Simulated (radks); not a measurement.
Species: Mn+. Configuration: [Ar] 3d5 4s1. Method: non-relativistic Kohn-Sham, OLYP, spin-polarised, spherical densities, point nucleus; open shells are filled with parallel spins first; computed with a radial shooting solver on a logarithmic mesh with Libxc functionals. Some entries of the table are withheld. Estimate them.

orbital,occ.,eigenvalue (eV),<1/r> (bohr^-1),<r> (bohr)
1s up,1,-6380.105,24.51,0.06157
1s down,1,-6380.069,24.51,0.06157
2s up,1,-741.6642,5.219,0.2826
2s down,1,-739.2757,5.234,0.2818
2p up,3,-636.7932,5.166,0.2484
2p down,3,-635.0377,5.179,0.2476
3s up,1,-94.0577,(1),0.8588
3s down,1,-88.5185,(2),0.8631
3p up,3,-64.1183,1.517,0.9051
3p down,3,-58.6024,1.500,0.9139
3d up,5,(3),1.166,1.149
4s up,1,-12.0410,0.4703,2.774
3d down,0,(4),1.086,1.284

Answer. 
(1) 3s up <1/r> (bohr^-1): 1.642
(2) 3s down <1/r> (bohr^-1): 1.629
(3) 3d up eigenvalue (eV): -16.5698
(4) 3d down eigenvalue (eV): -11.6250
